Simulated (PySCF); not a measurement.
H2O2, charge +1, doublet, at a GFN2-xTB geometry (a state made from the parent by changing its charge; the spin is typed, not shown lowest). Base run: CCSD(T)/6-31G** (PySCF).

Here is a job for PySCF.
```python
from pyscf import gto, scf, cc

mol = gto.Mole()
mol.atom = '''
    O     0.000290    0.645224   -0.012142
    O    -0.000290   -0.645224    0.012142
    H     0.943111    0.994035   -0.033962
    H    -0.943111   -0.994035    0.033962
'''
mol.basis = '6-31g**'
mol.charge = 1
mol.spin = 1
mol.verbose = 4
mol.build()

mf = scf.UHF(mol)
mf.kernel()

mycc = cc.CCSD(mf)
mycc.kernel()
et = mycc.ccsd_t()
print('E(CCSD(T)) = %.10f' % (mycc.e_tot + et))
```

### Question
The base was run again with changes. Order these runs by total energy, lowest first: frozen = 3 | frozen = 2 | cart = on | frozen = 1.

### Answer
cart = on (ΔE vs base (mEh) -7.253), frozen = 1 (ΔE vs base (mEh) 1.692), frozen = 2 (ΔE vs base (mEh) 3.069), frozen = 3 (ΔE vs base (mEh) 66.197)

Open shells are given as the SCF converged; they aren't shown to be the lowest states, and a large step between rows can be another state.
